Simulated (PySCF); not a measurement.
C6H12F (doublet state).
Z-matrix (Å and degrees, GFN2-xTB geometry), rows numbered from 1:
```
C 
C   1  1.4688
C   2  1.5591  1  114.30
C   3  1.5252  2  110.29  1    68.12
C   3  1.5322  2  112.20  1   -54.68
C   5  1.5213  3  113.74  2   -64.69
F   6  1.3763  5  110.66  3   -60.32
H   1  1.0723  2  120.91  3   -88.58
H   1  1.0731  2  120.95  3    87.52
H   2  1.0932  1  110.00  3   119.70
H   2  1.0930  1  110.12  3  -121.18
H   3  1.0949  2  107.31  1  -173.55
H   4  1.0874  3  110.65  2    56.40
H   4  1.0878  3  110.44  2   176.16
H   4  1.0875  3  110.42  2   -63.85
H   5  1.0924  3  108.52  2   174.85
H   5  1.0913  3  109.75  2    56.69
H   6  1.0935  5  112.18  3    58.52
H   6  1.0952  5  111.08  3  -178.32
```

The hyperfine couplings belong to this conformer and change with its torsions.

Identity: `[CH2]C[C@H](C)CCF` [radical].

Computed, not measured: UKS B3LYP, pcH-1 on C F H, non-relativistic, mean-field spin-orbit, GIAO in PySCF 2.14.0. One conformer (not necessarily the lowest) at the GFN2-xTB geometry, without solvent, vibrations or thermal averaging. The geometry wasn't refined by DFT: couplings that depend on bond lengths, twists or pyramidal angles can differ widely from those at the functional's own minimum. No stability test was run, so a lower SCF solution isn't excluded.

The Mulliken spin populations are largest on C1 (+1.07), C2 (-0.09) and C3 (+0.06). C1 is the only atom above +0.15. The positive populations add up to 1.18 and the negative ones to -0.18, together 2S = 1. The angles at C1 add up to 359.9°, so it is planar; its axial dipolar tensor and the negative couplings of its protons fit spin in a p orbital normal to that plane.

Task: Find Q in a(H) = Q·ρ(C) for the protons on the planar carbons that carry spin.

Result: 
| H | C | ρ(C) | a(H) (G) | a/ρ (G) |
| --- | --- | --- | --- | --- |
| H8 | C1 | +1.073 | -22.66 | -21.1 |
| H9 | C1 | +1.073 | -22.47 | -20.9 |

These protons share one ρ (within 0.01), so their mean ratio, Q = -21.0 G, is no test of linearity. In McConnell's picture π spin on carbon polarises the C–H bond and leaves opposite spin at the proton, which makes Q negative, as found here.

Task: How do the β-proton couplings of this frozen conformer go with θ, the angle between the C–H bond and the normal to the plane of the spin centre's three neighbours, both seen down the bond from centre to carbon?

Result: 
```tsv
β H	on	centre	θ (°)	cos²θ	a (G)
H10	C2	C1	61	0.24	+13.15
H11	C2	C1	58	0.28	+15.90
```

Couplings in gauss use g_iso = 2.0027.
